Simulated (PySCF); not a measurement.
**Electron correlation in F⁻ (fluorine, charge -1)**

[Ne], closed-shell 1S. Computed with PySCF 2.14 in aug-cc-pV5Z (7s6p5d4f3g2h, 127 functions), with no relativity, point nucleus. Frozen: 1s2; 8 electrons correlated.

MP2 pair energies summed by pair of shells (mhartree):

```
 pair   energy  share (%)
2p-2p  -225.87       69.2
2s-2p   -88.58       27.1
2s-2s   -11.85        3.6
```

Total MP2 correlation energy: -326.30 mhartree.

Same-spin part -82.02 and opposite-spin part -244.28 mhartree; SCS-MP2 scales them by 1/3 and 6/5 to -320.47 mhartree.
